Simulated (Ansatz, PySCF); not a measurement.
Gas-phase reaction in SMILES: C=N (CH3N) + H+ → C=[NH2+]
Structures are relaxed separately at B3LYP-D3(BJ)/def2-TZVP in Ansatz (an electronic-structure program).

Wanted: proton affinity (enthalpy at 298 K, with B3LYP-D3(BJ) rigid-rotor harmonic-oscillator terms from PySCF), positive where the reaction releases energy, in kcal/mol. Valence correlation only, unless marked. Spin-orbit coupling is left out. Non-relativistic. CBS(X,Y): correlation extrapolated as X^-3; Hartree-Fock from the larger set.

CCSD(T)/CBS(cc-pVTZ,cc-pVQZ) (Ansatz) gives 207.7 kcal/mol.

Question: Another calculation gave 208.8 kcal/mol. Which level was it?
A. TPSS/def2-TZVPD (PySCF)
B. BP86/def2-TZVPD (PySCF)
C. SVWN5/def2-TZVPD (Ansatz)
D. HF/def2-TZVPD (PySCF)

Answer: A, TPSS/def2-TZVPD (PySCF). The others give 201.4 (SVWN5), 206.2 (BP86), 214.4 (HF) kcal/mol.
